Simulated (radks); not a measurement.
Results of a calculation; reference values are marked as such.
All-electron atom: B I in [He] 2s2 2p1.

Code: a radial shooting solver on a logarithmic mesh with Libxc functionals. Model: scalar-relativistic Kohn-Sham, r2SCAN, spin-polarised, spherical densities, finite nucleus; open shells are filled with parallel spins first; meta-GGA in the generalised Kohn-Sham scheme; Fermi nuclear charge, rms radius 2.406 fm; hard spherical wall at 2 bohr.

Energy parts (eV):
part                     energy
total                  -591.577
kinetic                 870.892
electron-nucleus      -1765.065
Hartree                 430.612
exchange-correlation   -128.017

Orbitals (lengths in bohr, moments of r in powers of bohr):
\begin{tabular}{lrrrrr}
orbital & occ. & eigenvalue (eV) & <r^2> & <1/r> & <r^4> \\ \hline
1s up & 1 & -150.5390 & 0.1551 & 4.587 & 0.06593 \\
1s down & 1 & -149.2732 & 0.1521 & 4.613 & 0.06319 \\
2s up & 1 & 29.1944 & 1.377 & 1.349 & 2.467 \\
2s down & 1 & 32.2996 & 1.391 & 1.323 & 2.504 \\
2p up & 1 & 33.0733 & 1.217 & 1.101 & 2.013 \\
2p down & 0 & 36.6699 & 1.231 & 1.094 & 2.054 \\
3s up & 0 & 177.7761 & 1.459 & 1.703 & 3.299 \\
3s down & 0 & 180.4667 & 1.464 & 1.695 & 3.319 \\
3p up & 0 & 150.7450 & 1.337 & 1.337 & 2.934 \\
3p down & 0 & 152.9862 & 1.328 & 1.347 & 2.918 \\
3d up & 0 & 90.7284 & 1.632 & 0.8607 & 3.179 \\
3d down & 0 & 93.3071 & 1.646 & 0.8562 & 3.225 \\
\end{tabular}

The highest occupied level is 2p up at 33.073 eV. The electron density at the nucleus is 79.21 e/bohr^3 (large components only). The spin density at the nucleus is -0.0761 e/bohr^3 (1s -0.3437, 2s 0.2676). Summed over all electrons, <r^2> = 4.291 bohr^2, which gives a Langevin (diamagnetic) susceptibility term of -3.4 x 10^-6 cm^3/mol. The density falls to 0.001 e/bohr^3 at r = 1.93 bohr. The pressure on the wall is 3040 GPa. Spin moment in Bohr magnetons: 1.
